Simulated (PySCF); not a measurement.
A small calculation by hand: dipole moment from atomic charges

B(H)(F)(Me) (CH₄BF), SMILES B(C)F. Atoms are numbered in the order given.

```xyz
7

B     -0.2274    -0.4444     0.1408
H     -0.8995    -1.4168     0.3565
F      0.9482    -0.4030     0.7538
C     -0.6732     0.7152    -0.7910
H     -1.6183     1.1354    -0.4280
H     -0.8996     0.3217    -1.7885
H      0.0602     1.5177    -0.8825
```

Geometry: PBE0-D3(BJ)/def2-TZVP.

Charges (e) from PySCF with M06-2X/def2-TZVPD:

```json
[
 {"atom": "B1", "ESP fit": "0.685", "IAO": "0.475"},
 {"atom": "H2", "ESP fit": "-0.176", "IAO": "-0.024"},
 {"atom": "F3", "ESP fit": "-0.313", "IAO": "-0.326"},
 {"atom": "C4", "ESP fit": "-0.713", "IAO": "-0.621"},
 {"atom": "H5", "ESP fit": "0.167", "IAO": "0.170"},
 {"atom": "H6", "ESP fit": "0.167", "IAO": "0.170"},
 {"atom": "H7", "ESP fit": "0.184", "IAO": "0.156"}
]
```

The dipole moment of the full density is 1.36 D.

Q: What dipole moment does each set of point charges give, and which comes closer to that of the density?

A: 
μ = Σ q r, and 1 e Å = 4.8032 D.
ESP fit: Σ q r = (-0.224, 0.084, -0.171) e Å, |μ| = 1.41 D.
IAO: Σ q r = (-0.396, -0.005, -0.211) e Å, |μ| = 2.16 D.
ESP fit comes closer in size. Point charges leave out the atoms' own dipoles (lone pairs, polarised bonds); fits to the potential absorb them, partitions of the density don't.
